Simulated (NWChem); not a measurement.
Molecule: CClF, singlet; SMILES F[C]Cl

```xyz
3

F     -0.2550     1.4527     0.0000
C      0.6746     0.5645     0.0000
Cl    -0.1181    -0.9884     0.0000
```
Atoms are numbered in this order, from 1.

Results from NWChem. Pople sets run with spherical d functions. Low-valent species are run as closed-shell singlets; no triplet was tried in these runs. All runs use the structure optimised with PBE0/def2-SVP. Vzz is the largest principal value of the second derivative of the potential at the nucleus (NWChem prints the opposite sign); η is the asymmetry. Non-relativistic.

For level B3LYP/def2-TZVP:

```
Property        Result
--------------  ------
Vzz Cl3 (a.u.)   2.612
```

Q: Estimate the same quantities for level PBE/6-31G*.

A: The vzz Cl3 (a.u.) comes out as 2.154.
